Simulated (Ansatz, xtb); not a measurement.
## A geometry optimisation of CH5AlSb with r2SCAN-D4/def2-SVP

The starting geometry of this gas-phase doublet was built from a drawn formula by distance geometry and a force field; its bonds are those of `[CH3][AlH][SbH]`.

```yaml
atoms:
  - { symbol: C, position_ang: [-0.4310, 0.1949, 0.5147] }
  - { symbol: Al, position_ang: [1.3714, 1.0063, 0.8500] }
  - { symbol: Sb, position_ang: [3.4294, -0.5674, 1.3914] }
  - { symbol: H, position_ang: [-0.3501, -0.5224, -0.3409] }
  - { symbol: H, position_ang: [-0.6947, -0.3733, 1.4645] }
  - { symbol: H, position_ang: [-1.1678, 0.9742, 0.3356] }
  - { symbol: H, position_ang: [1.5274, 2.5765, 0.7215] }
  - { symbol: H, position_ang: [3.2526, -1.4494, -0.1435] }
```

Q: Predict what it relaxes into with r2SCAN-D4/def2-SVP.

A: It keeps its bonds, and is `[CH3][AlH][SbH]`.

The energy falls by 0.14 eV over 24 steps:

```tsv
step	E − E(last) (eV)
1	0.141
4	0.026
6	0.018
9	0.005
11	0.004
14	0.002
16	0.002
19	0.001
21	0.001
24	0.000
```

Final geometry (Å):

```yaml
atoms:
  - { symbol: C, position_ang: [-0.3365, 0.1809, 0.4587] }
  - { symbol: Al, position_ang: [1.3860, 1.0220, 0.8550] }
  - { symbol: Sb, position_ang: [3.7080, -0.2599, 0.6993] }
  - { symbol: H, position_ang: [-0.2535, -0.7544, -0.1171] }
  - { symbol: H, position_ang: [-0.8515, -0.0668, 1.4058] }
  - { symbol: H, position_ang: [-1.0089, 0.8664, -0.0856] }
  - { symbol: H, position_ang: [1.4293, 2.5465, 1.3274] }
  - { symbol: H, position_ang: [2.8645, -1.6953, 0.2499] }
```

From the same start GFN2-xTB ends elsewhere, differing in Al2–H8 (1.62 against 3.15 Å here), Sb3–H8 (2.57 against 1.72 Å here).

The end wasn't checked by frequencies. Open shells are spin-unrestricted. Atoms past krypton carry core potentials, without spin–orbit terms. Run with Ansatz 0.2.0, 120 s on 2 threads of Arm Neoverse V2 (shared host).
